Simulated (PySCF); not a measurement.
SMILES OB(F)Cl (HBClFO), singlet (B3LYP/def2-SVP optimised geometry):

```
5

B     -0.241     0.196     0.000
F      1.089     0.196     0.000
Cl    -1.089     1.739     0.000
O     -0.939    -0.952     0.000
H     -0.376    -1.739     0.000
```

Method: B3LYP/def2-TZVP run with PySCF.

Task: What are the frontier orbital energies and the dipole moment?

Result: HOMO-2 -10.81 eV, HOMO-1 -9.32 eV, HOMO -9.11 eV, LUMO -0.04 eV, LUMO+1 0.18 eV; dipole moment 1.93 D.

Meta-Löwdin charges at B3LYP/def2-TZVP: B1 0.53, F2 -0.30, Cl3 -0.09, O4 -0.50, H5 0.36.
